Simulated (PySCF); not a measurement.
(E)-1-bromo-1-chloroprop-1-ene (C₃H₄BrCl), SMILES C/C=C(\Cl)Br. Heavy atoms are numbered as in [CH3:1]/[CH:2]=[C:3](\[Cl:4])[Br:5]. Hydrogens are named by the atom that carries them.

The structure is a stationary point at TPSSh-D3(BJ)/def2-SVP.

Level of theory: KT2/pcSseg-1 (PySCF).

GIAO shieldings, no solvent; atoms alike by connectivity are averaged. δ = σ(ref) − σ: ¹³C against TMS (σ = 185.1 ppm); ³⁵Cl against HCl (σ = 945.4 ppm); ¹H against TMS (σ = 31.47 ppm), references at their B3LYP-D3(BJ)/def2-TZVP geometries, non-relativistic (without spin–orbit terms, shifts of atoms bonded to Cl or Br come out too high).

| atoms | nucleus | count | δ (ppm) |
|---|---|---|---|
| C3 | ¹³C | 1 | … |
| C2 (CH) | ¹³C | 1 | 131.6 |
| C1 (CH3) | ¹³C | 1 | … |
| Cl4 | ³⁵Cl | 1 | … |
| H on C2 | ¹H | 1 | 6.15 |
| H on C1 | ¹H | 3 | 2.28 |

Q: Some entries are withheld; supply them. (Estimate from the structure and the level; the computed values follow.)

A: 
- C3, δ (ppm): 134.5
- Cl4, δ (ppm): 336.1
- C1 (CH3), δ (ppm): 21.6
